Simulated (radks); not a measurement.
Neutral tantalum inside a hard spherical wall (all orbitals vanish at R), configuration held at [Xe] 4f14 5d3 6s2 and not refilled when levels cross. Calculated with a radial shooting solver on a logarithmic mesh with Libxc functionals: scalar-relativistic Kohn-Sham, PBE, spin-polarised, spherical densities, point nucleus; open shells are filled with parallel spins first (spin-orbit coupling, left out, can overturn this in heavy ions). Eigenvalues in eV for spin up, with the zero of energy where the potential of the charges vanishes at infinity; a dash marks a level that is unbound or too diffuse for the functional's potential to be trusted. A positive occupied level is held by the wall or, in an anion where self-interaction has pushed it up, behind a barrier. The pressure on the wall is -dE/dV.

\begin{tabular}{lrrrrrrrrr}
R (bohr) & E (hartree) & kinetic (hartree) & e(5p) & e(4f) & e(6s) & e(5d) & e(6p, empty) & e(7s, empty) & pressure (GPa) \\ \hline
free & -15604.6060 & 17148.213 & -39.819 & -24.541 & -5.874 & -4.205 & -1.589 & - & 0 \\
20 & -15604.6060 & 17148.213 & -39.819 & -24.541 & -5.874 & -4.205 & -1.589 & - & < 0.0001 \\
15 & -15604.6060 & 17148.213 & -39.818 & -24.541 & -5.874 & -4.205 & -1.585 & 0.182 & < 0.0001 \\
8 & -15604.5998 & 17148.265 & -39.511 & -24.228 & -5.633 & -3.932 & -0.977 & 4.233 & 0.258 \\
5 & -15604.4100 & 17149.215 & -36.162 & -20.674 & -2.133 & -0.886 & 4.833 & 24.119 & 21.9 \\
4 & -15603.9320 & 17151.119 & -32.023 & -16.028 & 4.360 & 3.451 & 14.425 & 50.407 & 128 \\
3.5 & -15603.2858 & 17153.546 & -28.363 & -11.745 & 12.010 & 7.821 & 25.100 & 76.855 & 354 \\
2.5 & -15598.0822 & 17172.668 & -10.404 & 9.134 & 61.650 & 31.841 & 87.558 & 213.11 & 4520 \\
\end{tabular}
